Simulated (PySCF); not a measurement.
Dipole response of Zn³⁺ (zinc, charge +3)

[Ar] 3d9, 2D determinant. Calculation: PySCF 2.14, in aug-cc-pVTZ-DK (8s7p5d3f2g, 93 functions); the spin-free X2C one-electron Hamiltonian (Gaussian nucleus). Coupled (time-dependent) response in atomic units; α is the mean over directions.

```tsv
method	mean α (bohr³)	α xx, yy, zz	C₆ (like pair)	S(−4)
UHF	1.313	1.278, 1.278, 1.381	2.951	0.4866
PBE	1.558	1.512, 1.512, 1.650	3.572	0.8412
PBE0	1.476	1.434, 1.434, 1.561	3.367	0.7069
```

S(−4) is the Cauchy moment in α(ω) = α(0) + S(−4) ω² + …

α(iu) at UHF:

```tsv
u (hartree)	α(iu) (bohr³)
0	1.313
0.0500	1.311
0.100	1.308
0.200	1.294
0.300	1.271
0.500	1.209
0.750	1.114
1.00	1.017
1.50	0.8447
2.00	0.7068
3.00	0.5103
5.00	0.2978
```

A single London oscillator, α(iu) = α/(1 + u²/ω²), gives C₆ = (3/4) ω α². Matching the computed C₆ needs ω = 4 × 2.951 / (3 × 1.313²) = 2.28 hartree.

For an ion, C₆ is the dispersion term alone; charge-induced terms of lower order in 1/R come first.

The components differ because the open shell of this determinant is not spherical; for a pure term their mean is the scalar polarisability.
